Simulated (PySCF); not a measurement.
Species: C2H10AlAs.
Atom-mapped SMILES: `[H][As+:3]([H])([AlH2-:2][CH3:1])[CH3:4]` (hydrogens: H5, H6, H7 on C1; H8, H9 on Al2; H10, H11 on As3; H12, H13, H14 on C4)

Geometry (PBE0-D3(BJ)/def2-SVP, Å), atoms numbered from 1 in this order:
```xyz
14
C2H10AlAs angstrom
C     -2.7409    0.1973    0.4471
Al    -1.1390   -0.6268   -0.3735
As     0.8978    0.4901    0.8094
C      2.5961   -0.2113    0.1750
H     -2.4884    0.9908    1.1709
H     -3.3492   -0.5457    0.9884
H     -3.3873    0.6625   -0.3155
H     -0.6617   -0.1586   -1.8372
H     -0.6785   -2.1027    0.0754
H      1.0872    0.3805    2.3071
H      1.1522    1.9781    0.6989
H      2.6037   -1.2952    0.3521
H      2.6526   -0.0327   -0.9071
H      3.4483    0.2586    0.6813
```

Theory: PBE0-D3(BJ)/def2-SVP geometry optimisation, gas phase (PySCF).

Take the most abundant isotopes and a rigid rotor. The values belong to one conformer with, in the numbering `[H][As+:3]([H])([AlH2-:2][CH3:1])[CH3:4]`, C1–Al2–As3–C4 179°.

Problem. Give the principal moments of inertia and the rotational constants in GHz.

Solution. Ia = 69.20, Ib = 336.07, Ic = 386.17 u·Å²; 505379 MHz·u·Å²/I gives 7303, 1504 and 1309 MHz, that is A = 7.3032, B = 1.5038, C = 1.3087 GHz.

Problem. What kind of rotor is it?

Solution. A near-prolate asymmetric top. Ray's parameter κ = (2B − A − C)/(A − C) = -0.935; −1 is the prolate and +1 the oblate limit.

Problem. What does the inertial defect say?

Solution. Not planar: Δ = Ic − Ia − Ib = -19.09 u·Å². For a rigid frame Δ = −2 Σ m c², so Σ m c² = 9.55 u·Å² lies off the ab plane: 9.54 from hydrogen and 0.01 from heavier atoms. The atom farthest from that plane is 1.38 Å away.

Problem. Give the other two planar moments, Paa and Pbb, and the rms extents of the mass along the axes.

Solution. Paa = Σ m a² = (Ib + Ic − Ia)/2 = 326.52 and Pbb = Σ m b² = (Ia + Ic − Ib)/2 = 59.65 u·Å². With the mass M = 135.98 u, the rms extents √(P/M) along a, b and c are 1.55, 0.66, 0.26 Å.

Problem. Which types of transition are allowed, and where do some lines up to J = 4 fall?

Solution. The dipole components are |μa| = 3.84 D, |μb| = 1.79 D, |μc| = 0.02 D. Intensities carry the squares of the components, which stand as 1.00 : 0.22 : 0.00 (a : b : c). Some lines, for components of 0.1 D or more:

```tsv
type	branch	J(Ka,Kc)	MHz	lower level (cm⁻¹)
a	Q	4(1,3) ← 4(1,4)	1951	1.102
b	Q	1(1,0) ← 1(0,1)	5994	0.094
b	Q	2(1,1) ← 2(0,2)	6194	0.281
b	Q	4(1,3) ← 4(0,4)	6932	0.936
a	R	3(0,3) ← 2(0,2)	8418	0.281
a	R	4(2,3) ← 3(2,2)	11246	1.350
a	R	4(3,1) ← 3(3,0)	11260	2.333
b	Q	2(2,0) ← 2(1,1)	17403	0.488
b	Q	4(2,3) ← 4(1,4)	18675	1.102
b	R	2(2,1) ← 1(1,0)	23218	0.294
b	R	3(2,2) ← 2(1,1)	25836	0.488
b	R	3(2,1) ← 2(1,2)	26445	0.468
b	Q	4(3,1) ← 4(2,2)	29429	1.727
b	Q	3(3,1) ← 3(2,2)	29488	1.350
b	R	3(3,0) ← 2(2,1)	37925	1.068
b	R	4(3,1) ← 3(2,2)	40748	1.350
b	Q	4(4,0) ← 4(3,1)	41269	2.709
b	Q	4(4,1) ← 4(3,2)	41270	2.709
b	R	4(4,1) ← 3(3,0)	52529	2.333
b	R	4(4,0) ← 3(3,1)	52529	2.333
```

No PBE0-D3(BJ)/def2-SVP frequencies stand behind this structure, so it isn't proved a minimum. Zero-point vibration and centrifugal distortion are left out. A rigid rotor knows nothing of internal rotation, which can split or shift real lines. Quadrupole hyperfine structure (27Al, 75As) is left out.
